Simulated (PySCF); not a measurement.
## A small calculation by hand: oscillator strength and radiative lifetime

C3H4BFO2, SMILES FB1C=COCO1.

Geometry optimised at PBE0-D3(BJ)/def2-SVP. This is a generated structure with no PubChem entry under its InChIKey; it may be hypothetical. One conformer was computed; it need not be the lowest.

TDA-PBE0/def2-SVPD (PySCF) puts the first singlet state with f over 0.02 at 5.89 eV (vertical), with the transition dipole (-0.067, -0.994, 0.001) in atomic units.

### Question
Find the oscillator strength, the wavelength and the radiative lifetime that this transition would have in vacuum if emission retraced absorption.

### Answer

|μ|² = 0.9925 au, so |μ| = 2.53 D. ΔE = 5.89/27.211 = 0.2165 hartree. f = (2/3) ΔE |μ|² = 0.143 (the program prints 0.143).
λ = 1239.84/5.89 = 210 nm; ν = 47506 cm⁻¹.
Einstein's coefficient A = 0.6670 ν² f s⁻¹ (ν in cm⁻¹) = 2.2e8 s⁻¹, so τ = 1/A = 4.6 ns. This state is S1. The figure is the radiative limit of this one transition; relaxation, internal conversion, crossing to triplets and a medium change what is measured.
